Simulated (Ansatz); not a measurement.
`[SiH3]C1[SiH2]S1` + NH₃ → `NC1[SiH2]S1` + SiH₄ at 700 K and 1 bar (substitution at a C–Si bond).

Calculated with Ansatz (gas phase, PBE0-D4/def2-TZVP geometries, no zero-point term in ΔE). CBS: MP2 limit from def2 TZ/QZ plus the TZ coupled-cluster correction, frozen cores. This one scheme is used for every species. One conformer a species, not always the lowest.

| species | CCSD(T)/CBS energy (Eh) | H − E (kJ/mol) | S (J/(mol·K)) |
| --- | --- | --- | --- |
| `[SiH3]C1[SiH2]S1` | -1017.58877 | 233.9 | 447.8 |
| NH₃ | -56.50880 | 116.9 | 226.5 |
| `NC1[SiH2]S1` | -782.60454 | 229.1 | 406.4 |
| SiH₄ | -291.46306 | 115.5 | 252.9 |

H − E and S are ideal-gas, rigid-rotor, harmonic terms from PBE0-D4/def2-TZVP, for one conformer and one mirror image of each species. 1 Eh = 2625.50 kJ/mol, R = 8.31446 J/(mol·K).

Question: By hand: ΔE, ΔH, ΔS and ΔG.

Answer: ΔE = (-782.60454) + (-291.46306) − (-1017.58877) − (-56.50880) = 0.02997 Eh = 78.7 kJ/mol. Δ(H − E) = 229.1 + 115.5 − 233.9 − 116.9 = -6.2, so ΔH = 72.5 kJ/mol. ΔS = 406.4 + 252.9 − 447.8 − 226.5 = -15.0 J/(mol·K). ΔG = 72.5 − 700 × (-15.0)/1000 = 83.0 kJ/mol.

Question: By hand: the equilibrium constant, and the temperature at which ΔG would vanish if ΔH and ΔS stayed fixed.

Answer: log₁₀ K = −ΔG/(RT ln 10) = -6.2. ΔH and −TΔS have one sign here, so there is no such temperature.

ΔH outweighs TΔS. A doubt of 5 kJ/mol in ΔE shifts log₁₀ K by 0.4 here. Other conformers and mirror images would add mixing entropy, several J/(mol·K) or more a flexible species. These are equilibria of isolated gas molecules and say nothing of rates. Largest T1 diagnostic: 0.013 (customary marks: 0.02 for closed shells, 0.045 for open ones).
